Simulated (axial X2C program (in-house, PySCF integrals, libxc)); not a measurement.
## Low determinants of TaCl⁺ at the PBE0 level, scalar-relativistic

Computed with an in-house all-electron X2C program for linear molecules (integrals from PySCF). Spin-free means the one-electron spin-free X2C Hamiltonian. Basis: Ta dyall-cv3z [13s14p9d7f4g], Cl dyall-av3z [9s8p3d2f] (cores contracted in-house); Gaussian nuclei, density fitting, unrestricted open shells. Masses: Ta 180.948 u, Cl 34.969 u.

Search at 2.199 Å (vertical energies from the lowest determinant):

| ΔE (eV) | state | electrons beyond evenly filled partner blocks | electrons in σ, π, δ, φ |
| --- | --- | --- | --- |
| 0.00 | M_S = 3/2, Λ = 0 | σα, δ+α, δ-α | 35 36 14 4 |
| 0.53 | M_S = 3/2, Λ = 3 | σα, π+α, δ+α | 35 37 13 4 |
| 0.63 | M_S = 3/2, Λ = 1 | σα, π-α, δ+α | 35 37 13 4 |
| 0.95 | M_S = 1/2, Λ = 2 | δ+α | 36 36 13 4 |
| 1.25 | M_S = 1/2, Λ = 1 | σα, π-β, δ+α | 35 37 13 4 |
| 1.25 | M_S = 1/2, Λ = 3 | σα, π+β, δ+α | 35 37 13 4 |
| 1.31 | M_S = 3/2, Λ = 1 | π+α, δ+α, δ-α | 34 37 14 4 |

Lowest determinant, M_S = 3/2, Λ = 0 (beyond evenly filled blocks: σα, δ+α, δ-α): Re = 2.155 Å, ωe = 483.5 cm⁻¹.

The determinant in row 2 of the search, M_S = 3/2, Λ = 3 (beyond evenly filled blocks: σα, π+α, δ+α), was followed along the bond at PBE0; measured from the minimum of the lowest determinant it gives:

Te = 0.553 eV (4460 cm⁻¹), Re = 2.195 Å, ωe = 460.6 cm⁻¹.

**Question.** Compare the bond of the determinant in row 2 with that of the lowest one.

**Answer.** At PBE0 its Re is 0.040 Å longer and its force constant, which goes as ωe², is 0.91 times that of the lowest determinant. T0 ≈ Te + Δωe/2 = 4460 + (-11) = 4449 cm⁻¹.

The search compares states at one distance, so a state with another bond length can lie lower; it is not exhaustive and yields mostly the lowest determinant of each block pattern, so other components and higher states of one pattern are missing. These are energies of single determinants, not of spin-adapted states; PBE0 term energies can be off by some tenths of an eV, and the functional has no current term. The lowest determinant need not be the ground state where others lie within half an eV. Spin–orbit coupling is large for these atoms, so the spin-free order is a model.
